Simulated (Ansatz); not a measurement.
Born–Oppenheimer molecular dynamics of BBrClFH3N (8 atoms, charge 0, multiplicity 1). It starts at the highest image of a converged band. Of that band: The profile has 2 maxima (images 4, 8) with wells between them (image 6): this band takes more than one step, which may be the mechanism or a detour left from its start path. A vibrational analysis at the climbing image gives one clearly imaginary mode, 529i cm⁻¹: a first-order saddle point.

Theory: RKS B3LYP/def2-SVP (Ansatz 0.2.0).

```json
{
 "ensemble": "NVE (velocity Verlet)",
 "time step": "0.5 fs",
 "steps asked": "200",
 "starting velocities drawn for": "100 K",
 "seed": "5106"
}
```

First frame:

```xyz
8
Properties=species:S:1:pos:R:3
B -0.036 0.329 -0.129
F 0.076 -0.213 1.415
Cl 1.507 0.091 -0.961
N -1.256 -0.050 -0.698
H -2.147 0.146 -0.258
H -1.318 -0.229 -1.692
Br -0.086 2.407 0.903
H 0.081 0.800 1.747
```

Q: What does the run give?

A: All steps were run.

```json
{
  "steps done": "200",
  "time covered": "100 fs",
  "mean temperature over the second half": "886 K",
  "spread of the potential energy over the second half": "7.6 meV per atom",
  "mean potential energy of the second half above the start": "-76.2 meV per atom"
}
```

The conserved energy stayed within 0.11 meV per atom of its start (net change 0.074 meV per atom), so the integration is sound. The kinetic energy rose, since the run started high on the potential surface and went downhill. It ends in pieces (BBrClH2N + FH), so much of that is their flight and rotation, not heat. A run of 0.1 ps of so small a system gives no equilibrium averages. The orbitals stay closed-shell, which can raise the energy where a bond breaks towards radicals; this wasn't checked here.

Q: What happens to the structure?

A: Between its relaxed ends the band would form B1–Br7, F2–H8 and break B1–F2, Br7–H8. These pairs go: B1–Br7 2.32 → 1.95 Å, F2–H8 1.07 → 0.96 Å, B1–F2 1.64 → 3.39 Å, Br7–H8 1.82 → 2.72 Å. In the last frame they stand as after the step (other bonds may differ from the relaxed reactants and products). It ends as BBrClH2N + FH. Pairs count as bonded within 1.25 times the sum of covalent radii (0.12 Å more for H–H). Another seed would give other details.

Q: How do temperature and energy run in time?

A: 
| time (fs) | T (K) | potential energy less start (eV) | conserved less start (meV/atom) |
| --- | --- | --- | --- |
| 0 | 100 | 0.000 | 0.00 |
| 8 | 61 | 0.030 | 0.03 |
| 16 | 49 | 0.040 | 0.07 |
| 24 | 92 | 0.007 | 0.05 |
| 32 | 203 | -0.080 | 0.00 |
| 40 | 330 | -0.178 | 0.07 |
| 48 | 593 | -0.382 | 0.05 |
| 56 | 828 | -0.565 | 0.00 |
| 64 | 884 | -0.608 | -0.04 |
| 72 | 882 | -0.606 | -0.04 |
| 80 | 954 | -0.663 | 0.01 |
| 88 | 989 | -0.689 | 0.06 |
| 96 | 876 | -0.602 | 0.08 |

The run took 4.2 min on 2 threads of AMD EPYC 9R45 96-Core Processor (Zen 5), on a shared host, peak memory 0.28 GiB.
